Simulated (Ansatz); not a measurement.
Start from `FC(F)(F)C(F)(F)Br` and change one atom or group to get `COC(=O)C(F)(F)C(F)(F)F`.

Ansatz, PBE0-D4/def2-TZVP geometries, multiplicity 1. Each molecule was computed in one conformer, which needn't be the lowest.

Scalar relativity is left out up to krypton.

```csv
property,`FC(F)(F)C(F)(F)Br`
LUMO energy (ωB97M-V/def2-TZVPP) / eV,1.17
HOMO energy (PBE/def2-TZVPP) / eV,-7.82
HOMO–LUMO gap (PBE0/def2-TZVPP) / eV,8.24
size of the dipole moment (B3LYP/def2-TZVPP) / D,0.55
HOMO–LUMO gap (B3LYP/def2-TZVPP) / eV,7.65
zero-point energy (PBE0-D4/def2-TZVP) / kJ/mol,71.2
```

(1) Give the same properties after the change, and the shifts. (Estimate.)

Answers

(1) Ansatz gave: 
```csv
property,`COC(=O)C(F)(F)C(F)(F)F`,shift
LUMO energy (ωB97M-V/def2-TZVPP) / eV,1.31,0.14
HOMO energy (PBE/def2-TZVPP) / eV,-7.21,0.61
HOMO–LUMO gap (PBE0/def2-TZVPP) / eV,7.96,-0.28
size of the dipole moment (B3LYP/def2-TZVPP) / D,3.02,2.47
HOMO–LUMO gap (B3LYP/def2-TZVPP) / eV,7.43,-0.22
zero-point energy (PBE0-D4/def2-TZVP) / kJ/mol,209.9,138.7
```

The zero-point energy changes by 138.7 kJ/mol with +18 modes. Dipoles are sizes alone; their direction can turn.

B3LYP here is the variant with VWN-RPA as its local correlation; programs differ in this.

Spin–orbit coupling is left out; it splits and shifts lone-pair levels of the heavy atoms by tenths of an eV.
